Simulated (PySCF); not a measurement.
From one molecule to another.

First species: C₄H₂F₃N₃.
SMILES: `FC(F)(F)c1ccnnn1`

Second species: C₃H₅ClN₂Si.
SMILES: `[SiH3]n1cncc1Cl`

Levels: CAM-B3LYP/def2-SVPD for dipole moment, HOMO energy, LUMO energy, HOMO–LUMO gap, static isotropic polarisability and electronic spatial extent ⟨r²⟩ about the centre of nuclear charge; TDDFT CAM-B3LYP/def2-SVPD for lowest singlet excitation; TDA CAM-B3LYP/def2-SVPD for lowest triplet excitation (Tamm–Dancoff); ΔSCF CAM-B3LYP/def2-SVPD for vertical ionisation energy; PBE0-D3(BJ)/def2-SVP for rotational constant A and rotational constant C. Geometries: PBE0-D3(BJ)/def2-SVP. Each structure is a single optimised conformer of the isolated species, non-relativistic unless stated; the electronic structure was computed with PySCF and density fitting.

The conformers computed, where there is a choice (atom-mapped SMILES and torsion angles):
- `[F:1][C:2]([F:3])([F:4])[c:5]1[cH:6][cH:7][n:8][n:9][n:10]1`: F1–C2–C5–C6 -119°

Task: Which has the higher rotational constant A?

Result: The first: 3.010 GHz against 2.109 GHz, a difference of 0.901 GHz.

Task: Which of the two has the higher T1 energy, and by how much?

Result: The second: 4.21 eV against 2.69 eV, a difference of 1.52 eV.

Task: Which of the two has the higher rotational constant C, and by how much?

Result: The second: 1.048 GHz against 0.852 GHz, a difference of 0.196 GHz.

Task: Which has the higher HOMO energy?

Result: The second: -8.04 eV against -9.37 eV, a difference of 1.33 eV.

Task: Which has the higher LUMO energy?

Result: The second: 0.79 eV against -1.50 eV, a difference of 2.29 eV.

Task: Which of the two has the higher dipole moment, and by how much?

Result: The first: 4.54 D against 3.04 D, a difference of 1.50 D.

Task: Which of the two has the higher S1 energy, and by how much?

Result: The second: 6.05 eV against 3.71 eV, a difference of 2.34 eV.

Task: Which of the two has the higher vertical ionisation energy, and by how much?

Result: The first: 10.25 eV against 8.77 eV, a difference of 1.48 eV.

On the first: S1 lies 4.16 eV below the HOMO–LUMO gap; its leading configuration is HOMO→LUMO, weight 0.81. The ΔSCF ionisation energy exceeds −ε(HOMO) by 0.88 eV with CAM-B3LYP.

On the second: The principal polarisabilities are 60.3, 96.0 and 100.1 au; their mean is the isotropic value. S1 lies 2.78 eV below the HOMO–LUMO gap; its leading configuration is HOMO→LUMO, weight 0.60.
